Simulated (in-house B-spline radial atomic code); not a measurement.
Whole-atom quantities along the 20-electron series, configuration [Ar] 3d2. Breit and QED terms are first order and not part of the total energy; the density at the nucleus is averaged over the nuclear charge. Computed with a B-spline radial code for spherical atoms: Dirac-Hartree-Fock, average of the configuration, finite nuclei.

| ion | Z | E/Z² (Eh) | Σ<r²> (bohr²) | n(0)/Z³ (bohr⁻³) | Lamb diamagnetic shielding (ppm) | repulsion over attraction | Breit energy (eV) | self-energy (eV) | vacuum polarisation (eV) | Dirac less non-relativistic energy (Eh) |
| --- | --- | --- | --- | --- | --- | --- | --- | --- | --- | --- |
| Dy46+ | 66 | -2.367 | 0.58111 | 2.4003 | 6210.79 | 0.057236 | 279.42 | 246.96 | -39.765 | -508.4 |
| Ho47+ | 67 | ? | ? | ? | ? | ? | ? | ? | ? | ? |
| Er48+ | 68 | -2.3841 | 0.53919 | 2.5767 | 6459.01 | 0.055454 | 308.34 | 275.86 | -45.71 | -579.83 |
| Tm49+ | 69 | -2.3927 | 0.51981 | 2.6778 | 6585.29 | 0.054596 | 323.57 | 291.31 | -48.97 | -618.47 |
| Yb50+ | 70 | -2.4013 | 0.50138 | 2.7666 | 6712.99 | 0.053758 | 339.34 | 307.44 | -52.419 | -659.09 |
| Lu51+ | 71 | -2.4098 | 0.48384 | 2.8635 | 6842.25 | 0.052941 | 355.65 | 324.3 | -56.085 | -701.84 |
| Hf52+ | 72 | ? | ? | ? | ? | ? | ? | ? | ? | ? |
| Ta53+ | 73 | -2.427 | 0.45123 | 3.0975 | 7105.81 | 0.05136 | 389.99 | 360.31 | -64.141 | -794.17 |
| W54+ | 74 | -2.4357 | 0.43605 | 3.2191 | 7240.15 | 0.050596 | 408.04 | 379.53 | -68.543 | -843.88 |
| Re55+ | 75 | -2.4443 | 0.42157 | 3.3497 | 7376.31 | 0.049848 | 426.69 | 399.59 | -73.222 | -896.1 |
| Os56+ | 76 | -2.453 | 0.40773 | 3.4781 | 7514.3 | 0.049117 | 445.97 | 420.54 | -78.179 | -950.89 |
| Ir57+ | 77 | -2.4618 | 0.3945 | 3.6262 | 7654.32 | 0.0484 | 465.88 | 442.41 | -83.459 | -1008.45 |
| Pt58+ | 78 | -2.4706 | 0.38185 | 3.7737 | 7796.32 | 0.047698 | 486.45 | 465.23 | -89.056 | -1068.8 |
| Au59+ | 79 | -2.4795 | 0.36974 | 3.9331 | 7940.47 | 0.04701 | 507.68 | 489.05 | -95.006 | -1132.11 |
| Hg60+ | 80 | -2.4884 | 0.35815 | 4.096 | 8086.79 | 0.046336 | 529.61 | 513.93 | -101.32 | -1198.46 |
| Tl61+ | 81 | ? | ? | ? | ? | ? | ? | ? | ? | ? |
| Pb62+ | 82 | -2.5065 | 0.33637 | 4.455 | 8386.43 | 0.045025 | 575.6 | 567 | -115.15 | -1340.89 |

Problem. Fill in the row of Ho47+.

Solution. E/Z² (Eh): -2.3756; Σ<r²> (bohr²): 0.5596; n(0)/Z³ (bohr⁻³): 2.491; Lamb diamagnetic shielding (ppm): 6334.22; repulsion over attraction: 0.056333; Breit energy (eV): 293.63; self-energy (eV): 261.09; vacuum polarisation (eV): -42.65; Dirac less non-relativistic energy (Eh): -543.19.

Problem. Fill in the row of Hf52+.

Solution. E/Z² (Eh): -2.4184; Σ<r²> (bohr²): 0.46715; n(0)/Z³ (bohr⁻³): 2.9798; Lamb diamagnetic shielding (ppm): 6973.2; repulsion over attraction: 0.052141; Breit energy (eV): 372.54; self-energy (eV): 341.92; vacuum polarisation (eV): -59.994; Dirac less non-relativistic energy (Eh): -746.86.

Problem. Fill in the row of Tl61+.

Solution. E/Z² (Eh): -2.4974; Σ<r²> (bohr²): 0.34703; n(0)/Z³ (bohr⁻³): 4.273; Lamb diamagnetic shielding (ppm): 8235.43; repulsion over attraction: 0.045675; Breit energy (eV): 552.24; self-energy (eV): 539.89; vacuum polarisation (eV): -108.03; Dirac less non-relativistic energy (Eh): -1268.03.

Problem. With what power of Z does the column «vacuum polarisation (eV)» change over this range?

Solution. A fit of the logarithm of its size against log Z from Z = 66 to 82 has slope 4.90.
